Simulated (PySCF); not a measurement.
A structure optimised at PBE-D3(BJ)/def2-TZVPD, used in a PySCF frequency run:

```
In
H 1 1.7797
H 1 1.7797 2 120.62
```
Charge 0, spin multiplicity 2.

**Question.** Write its SMILES, formula and point group.

**Answer.** [InH2], H₂In, C2v

**Question.** What are its rotational constants (standard atomic weights)?

**Answer.** 328.29, 104.88, 79.485 GHz
